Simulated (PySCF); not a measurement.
## Calculated data, CH5Al2, CH4AlSi, Al2BH5N, Al2H2N and others

All values are calculated (PySCF 2.14.0). Calculation on a computer-drawn molecule: the log of a Hartree-Fock and frozen-core CCSD(T) single point meant for a local Hartree-Fock minimum, with one planted fault or none, to be diagnosed. Offsets are logged minus clean, where the clean run is the same molecule without the fault. The reference is restricted for singlets and unrestricted otherwise, and also for a bond in bohr or an excited solution. Adding or removing an electron swaps singlet and doublet. The excited solution moves the top pair (singlet) or top alpha electron (doublet) to the lowest empty orbital. Highest occupied and lowest empty are orbital energies over both spins, largest force is the largest gradient component, triples share is (T) over the correlation energy, the T1 limit is 0.02 restricted and 0.045 unrestricted, electrons count all cores, a negative frequency is imaginary (commonest isotopes), and the dipole is about the centre of nuclear charge.

Common to all runs: meant charge 0; meant multiplicity 2; meant basis cc-pV(D+d)Z; logged SCF converged yes; possible faults no fault, one electron removed, one electron added, multiplicity raised by two, geometry at a saddle point, SCF held on an excited solution, minimal basis STO-3G, one bond length entered in bohr, all coordinates scaled.

(1) 
```xyz
8
formula=CH5Al2 logged_electrons=37 logged_basis_functions=85 logged_spin_squared=0.8053 logged_highest_occupied=-5.4899 logged_lowest_empty=-1.1513 logged_largest_force=0.026288 logged_dipole_magnitude=2.3712 logged_SCF_stable_within_its_kind=no logged_energy_HF=-524.49473 planted_fault=SCF_held_on_an_excited_solution HF_energy_offset_from_clean_run=50.45
Al    -0.3328    -0.2267    -1.8532
C      0.9564     0.4017    -0.5098
Al     1.1922    -0.5957     1.1499
H      0.0220    -1.5505    -2.6746
H      1.9251     0.3844    -1.0360
H      0.7099     1.4415    -0.2579
H      2.2452    -1.7747     1.2405
H      0.3117    -0.2496     2.4212
```

Units: logged_highest_occupied, logged_lowest_empty in eV; logged_largest_force in hartree/bohr; logged_dipole_magnitude in debye; logged_energy_HF in hartree; HF_energy_offset_from_clean_run in kcal/mol.

Drawn bonds:
```tsv
atom	other atom	order
1	2	1
2	3	1
1	4	1
2	5	1
2	6	1
3	7	1
3	8	1
```

Notes: coupled-cluster numbers left out as unreliable.

(2) 
```xyz
8
formula=CH5Al2 logged_electrons=37 logged_basis_functions=85 logged_spin_squared=0.7589 logged_highest_occupied=-8.0432 logged_lowest_empty=0.56684 logged_largest_force=0.05203 logged_T1_diagnostic=0.016151 logged_D1_diagnostic=0.044826 logged_triples_share=0.031462 logged_CC_converged=yes logged_dipole_magnitude=1.1941 logged_SCF_stable_within_its_kind=yes logged_energy_HF=-524.53091 logged_energy_CCSD(T)=-524.85312 planted_fault=all_coordinates_scaled,by_+9.8_% HF_energy_offset_from_clean_run=27.75 CCSD(T)_energy_offset_from_clean_run=22.62
Al    -0.3654    -0.2489    -2.0348
C      1.0502     0.4411    -0.5598
Al     1.3090    -0.6541     1.2626
H      0.0242    -1.7024    -2.9367
H      2.1138     0.4221    -1.1375
H      0.7794     1.5827    -0.2832
H      2.4652    -1.9487     1.3620
H      0.3422    -0.2741     2.6585
```

Units: logged_highest_occupied, logged_lowest_empty in eV; logged_largest_force in hartree/bohr; logged_dipole_magnitude in debye; logged_energy_HF, logged_energy_CCSD(T) in hartree; HF_energy_offset_from_clean_run, CCSD(T)_energy_offset_from_clean_run in kcal/mol.

Drawn bonds:
```tsv
atom	other atom	order
1	2	1
2	3	1
1	4	1
2	5	1
2	6	1
3	7	1
3	8	1
```

(3) 
```xyz
7
formula=CH4AlSi logged_electrons=37 logged_basis_functions=80 logged_spin_squared=1.0791 logged_highest_occupied=-5.3462 logged_lowest_empty=-1.1892 logged_largest_force=0.052197 logged_dipole_magnitude=2.525 logged_SCF_stable_within_its_kind=no logged_energy_HF=-570.88835 planted_fault=SCF_held_on_an_excited_solution HF_energy_offset_from_clean_run=50.06
Al     0.4007    -1.9658     2.3611
C      0.6155    -0.2204     1.5649
Si     0.7860    -0.0059    -0.1198
H      0.3869    -3.2212     1.3731
H      0.6337     0.6784     2.1792
H      0.7797    -1.1306    -1.0682
H      0.9541     1.2951    -0.7964
```

Units: logged_highest_occupied, logged_lowest_empty in eV; logged_largest_force in hartree/bohr; logged_dipole_magnitude in debye; logged_energy_HF in hartree; HF_energy_offset_from_clean_run in kcal/mol.

Drawn bonds:
```tsv
atom	other atom	order
1	2	1
2	3	2
1	4	1
2	5	1
3	6	1
3	7	1
```

Notes: coupled-cluster numbers left out as unreliable.

(4) 
```xyz
9
formula=Al2BH5N logged_electrons=43 logged_basis_functions=33 logged_spin_squared=0.756 logged_highest_occupied=-5.1369 logged_lowest_empty=7.2967 logged_largest_force=0.042442 logged_T1_diagnostic=0.020011 logged_D1_diagnostic=0.08082 logged_triples_share=0.024124 logged_CC_converged=yes logged_dipole_magnitude=2.5801 logged_SCF_stable_within_its_kind=yes logged_energy_HF=-559.02315 logged_energy_CCSD(T)=-559.21655
Al    -2.4543    -1.5975     0.0373
N     -1.5532    -1.0172     1.5039
B     -1.1686     0.3202     1.7563
Al    -0.0881     0.9072     3.5523
H     -2.7616    -3.1612     0.0050
H     -1.2978    -1.6902     2.2067
H     -1.4796     1.1270     0.9049
H      0.3012    -0.1863     4.6475
H      0.3587     2.4008     3.8655
```

Units: logged_highest_occupied, logged_lowest_empty in eV; logged_largest_force in hartree/bohr; logged_dipole_magnitude in debye; logged_energy_HF, logged_energy_CCSD(T) in hartree.

Drawn bonds:
```tsv
atom	other atom	order
1	2	1
2	3	1
3	4	1
1	5	1
2	6	1
3	7	1
4	8	1
4	9	1
```

(5) 
```xyz
5
formula=Al2H2N logged_electrons=35 logged_basis_functions=70 logged_spin_squared=0.8478 logged_highest_occupied=-7.3103 logged_lowest_empty=1.3394 logged_largest_force=0.0061578 logged_T1_diagnostic=0.035243 logged_D1_diagnostic=0.097888 logged_triples_share=0.04352 logged_CC_converged=yes logged_dipole_magnitude=5.7055 logged_SCF_stable_within_its_kind=yes logged_energy_HF=-539.35262 logged_energy_CCSD(T)=-539.66219
Al    -0.2989    -0.2626     1.7123
N     -0.8851    -0.4085     0.1946
Al    -1.5554    -0.4341    -1.4244
H      0.2569    -0.1184     3.1571
H     -1.4095    -2.9460    -3.1282
```

Units: logged_highest_occupied, logged_lowest_empty in eV; logged_largest_force in hartree/bohr; logged_dipole_magnitude in debye; logged_energy_HF, logged_energy_CCSD(T) in hartree.

Drawn bonds:
```tsv
atom	other atom	order
1	2	1
2	3	2
1	4	1
3	5	1
```

(6) 
```xyz
6
formula=AlClH2NSi logged_electrons=52 logged_basis_functions=93 logged_spin_squared=0 logged_highest_occupied=-15.778 logged_lowest_empty=-6.1165 logged_largest_force=0.077404 logged_T1_diagnostic=0.019383 logged_D1_diagnostic=0.053818 logged_triples_share=0.033591 logged_CC_converged=yes logged_dipole_magnitude=9.2649 logged_SCF_stable_within_its_kind=yes logged_energy_HF=-1045.75315 logged_energy_CCSD(T)=-1046.23532
Al     0.9549     0.6169    -0.7252
N      0.9403     2.2206    -1.4536
Si     1.1120     3.6402    -2.0494
Cl     2.4465     5.0519    -1.4263
H     -0.0202     0.3213     0.5046
H      0.3653     4.2342    -3.1567
```

Units: logged_highest_occupied, logged_lowest_empty in eV; logged_largest_force in hartree/bohr; logged_dipole_magnitude in debye; logged_energy_HF, logged_energy_CCSD(T) in hartree.

Drawn bonds:
```tsv
atom	other atom	order
1	2	1
2	3	2
3	4	1
1	5	1
3	6	1
```

**Q.** Give the missing planted fault for Al2BH5N (entry 4).
**A.** minimal basis STO-3G

**Q.** Give the missing planted fault for Al2H2N (entry 5).
**A.** one bond length entered in bohr, row 4 of the drawn bonds

**Q.** Give the missing planted fault for AlClH2NSi (entry 6).
**A.** one electron removed

Further results for Al2BH5N (entry 4):

* HF energy offset from clean run: 4308 kcal/mol
* CCSD(T) energy offset from clean run: 4452 kcal/mol

Further results for Al2H2N (entry 5):

* HF energy offset from clean run: 34.77 kcal/mol
* CCSD(T) energy offset from clean run: 35.59 kcal/mol

Further results for AlClH2NSi (entry 6):

* HF energy offset from clean run: 158.3 kcal/mol
* CCSD(T) energy offset from clean run: 161 kcal/mol
